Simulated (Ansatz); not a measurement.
Input for Ansatz (a program for electronic structure): R-CCSD(T)/def2-SVP on Cl2Mg (SMILES [Cl][Mg][Cl]).

Ansatz 0.2 input:
```yaml
crystal:
  periodic: [false, false, false]
  atoms:
    - {symbol: Mg, position_ang: [0.00000303, 0.00001088, -0.00028427]}
    - {symbol: Cl, position_ang: [2.17537020, -0.00358962, 0.00820296]}
    - {symbol: Cl, position_ang: [-2.17537323, 0.00357873, -0.00791869]}
basis:
  gaussian:
    orbitals: def2-SVP
magnetization: {spin_polarized: false}
correlation: {method: ccsd_t, electrons: outside_noble_gas}
scf: {lower_state_search: off}
```

Program output:

```
WARN ansatz: RAYON_NUM_THREADS=4 ignored (pool sized by the plan → 4); use --threads N
Functional definition: HF
these checks for a lower state are left out or cut short: stability, starts, cluster_reference, orbital_swaps, neighbouring_geometries, increment
integrals: 0.02 GiB planned
466 factors; integrals over basis functions are off by at most 2.6e-4 eV
mean field: 0.10 GiB planned
mean field evaluation 1: about -30432.1679 eV, gradient 1.8e1 eV
mean field evaluation 2: about -30432.3116 eV, gradient 1.9e1 eV
mean field evaluation 4: about -30433.6433 eV, gradient 1.0e0 eV
mean field evaluation 8: about -30433.6733 eV, gradient 2.5e-1 eV
mean field -30433.67402202 eV, -1118.4168916241 hartree, gradient 3.6e-6 eV, S^2 0.000000; 0 other end points of the search recorded, 0 dependent functions left out
15 core orbitals not correlated
reference -30433.67402202 eV, -1118.4168916241 hartree; 8, 8 occupied and 31, 31 virtual orbitals, 466 factors
second order -7.78645600 eV of doubles, -0.00000000 eV of singles
coupled cluster: 0.08 GiB planned
cycle   1  -8.30166841 eV  change   -5.2e-1 eV  update   5.0e-2
cycle   2  -8.43709204 eV  change   -1.4e-1 eV  update   1.5e-2
cycle   3  -8.45892332 eV  change   -2.2e-2 eV  update   7.1e-3
cycle   4  -8.45756634 eV  change    1.4e-3 eV  update   1.9e-3
cycle   5  -8.45667599 eV  change    8.9e-4 eV  update   4.2e-4
cycle   6  -8.45651296 eV  change    1.6e-4 eV  update   1.4e-4
cycle   7  -8.45652054 eV  change   -7.6e-6 eV  update   3.3e-5
cycle   8  -8.45652620 eV  change   -5.7e-6 eV  update   1.0e-5
perturbative correction -0.14774762 eV, -0.0054296249 hartree
Total energy: -30442.27829584 eV, -1118.7330928547 hartree
Checks for a lower state left out: stability, starts, cluster_reference, orbital_swaps, neighbouring_geometries, increment
```

The run converged.

Cost: around 1.0 core-seconds (rough).
